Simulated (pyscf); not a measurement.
# `[PH2][GaH]`, doublet

Gas-phase minimum from PySCF at ωB97X-D3(BJ)/def2-SVP, one conformer. Other isomers of [H₂P–GaH]• were not searched in full and may lie lower. 

SMILES: [PH2][GaH]
```xyz
5

P     -0.9378    -0.2779    -0.9378
Ga    -1.2025     0.2194     1.3230
H     -1.0958    -1.6794    -0.7205
H     -2.2925    -0.0536    -1.3092
H     -0.1794    -0.4590     2.3432
```
Charge 0, spin multiplicity 2.

Bonded distances (Å): P1–Ga2 2.330, P1–H3 1.427, P1–H4 1.422, Ga2–H5 1.596. Angles (°): Ga2–P1–H3 92.8, Ga2–P1–H4 96.4, H3–P1–H4 95.1, P1–Ga2–H5 117.2.

Properties at ωB97X-D3(BJ)/def2-SVP:

| Quantity | Value |
|---|---|
| Harmonic wavenumbers, unscaled | 232, 345, 434, 482, 701, 1108, 1850, 2434, 2464 cm⁻¹ |
| Zero-point energy | 14.4 kcal/mol |
| Rotational symmetry number | 1 |
| Entropy of this conformer at 298 K and 1 atm, rigid rotor and harmonic oscillator, modes under 100 cm⁻¹ raised to 100 | 289.4 J/(mol K) |
| Dipole moment | 0.92 D |
| Spin expectation value S2 | 0.754 |

Single-point totals, which compare only within one level (frozen core for MP2 and CC):

| level | total energy (hartree) |
|---|---|
| ωB97X-D3(BJ)/def2-TZVP | -2267.96046 |
| PBE/def2-TZVP | -2267.52383 |
| r²SCAN/def2-TZVP | -2267.94050 |
| B3LYP-D3(BJ)/def2-TZVP | -2268.06010 |
| PBE0-D3(BJ)/def2-TZVP | -2267.59687 |
| M06-2X/def2-TZVP | -2267.94596 |
| ωB97M-D3(BJ)/def2-TZVP | -2268.04778 |
| UHF/def2-TZVPP | -2265.71582 |
| MP2/def2-TZVPP | -2266.08164 |
| CCSD/def2-TZVPP | -2266.10725 |
| CCSD(T)/def2-TZVPP | -2266.12409 |

The CCSD(T) − MP2 part came from Ansatz, without density fitting, on the same reference. The frozen core leaves the outer d or s,p core shells of the metals and heavy elements correlated in the MP2 and CC values, and def2-TZVPP describes them poorly, so these totals are far from the basis limit. Elements up to Kr have no core potential and no relativistic terms here.
